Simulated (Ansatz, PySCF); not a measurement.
1-ethenylcyclopropan-1-amine (C5H9N), SMILES C1(N)(CC1)C=C. Atoms are numbered in the order given.

```xyz
15

C      2.1892    -0.5555     0.0165
C      1.1518     0.1587    -0.4231
C     -0.2405     0.0202     0.0706
N     -0.3916    -0.8819     1.1727
C     -1.3410     0.0645    -0.9554
C     -1.1315     1.2458    -0.0594
H      2.0459    -1.3263     0.7780
H      3.1942    -0.4001    -0.3826
H      1.3002     0.9194    -1.1986
H     -1.3632    -1.1449     1.3060
H     -0.0718    -0.4440     2.0351
H     -2.2116    -0.5746    -0.7783
H     -1.0587     0.1436    -2.0084
H     -1.8519     1.4098     0.7470
H     -0.7121     2.1613    -0.4867
```
Charge 0, spin multiplicity 1.

Geometry optimised at PBE0-D3(BJ)/def2-SVP. One conformer was computed; it need not be the lowest.

Two levels are set side by side: PBE-D3(BJ)/def2-SVP (Ansatz, a first-principles code) and PBE0-D3(BJ)/def2-SVP (Ansatz). Each level has its own optimised geometry; the coordinates shown are those of the second. Frequencies come from the Hessian of PySCF at each geometry. Differences are taken from unrounded values.

```csv
quantity,PBE0-D3(BJ),PBE-D3(BJ),PBE-D3(BJ) minus PBE0-D3(BJ)
mean bond length (Å),1.231,1.240,0.010
bond C1–C2 (Å),1.334,1.345,0.011
bond C2–C3 (Å),1.484,1.489,0.005
bond C3–N4 (Å),1.432,1.443,0.011
bond C3–C5 (Å),1.505,1.518,0.013
bond C3–C6 (Å),1.521,1.537,0.016
bond C5–C6 (Å),1.497,1.507,0.010
bond C1–H7 (Å),1.093,1.101,0.008
bond C1–H8 (Å),1.092,1.100,0.008
bond C2–H9 (Å),1.096,1.104,0.008
bond N4–H10 (Å),1.015,1.025,0.010
bond N4–H11 (Å),1.019,1.029,0.010
bond C5–H12 (Å),1.094,1.102,0.008
bond C5–H13 (Å),1.093,1.101,0.008
bond C6–H14 (Å),1.094,1.102,0.008
bond C6–H15 (Å),1.094,1.102,0.008
highest harmonic wavenumber (cm⁻¹),3642,3503,-139
mean harmonic wavenumber (cm⁻¹),1484,1433,-51
zero-point energy (kcal/mol),82.75,79.91,-2.84
```

GGA bonds tend to be longer and softer than those of functionals with exact exchange. Differences between two approximate levels are no errors against the true value.
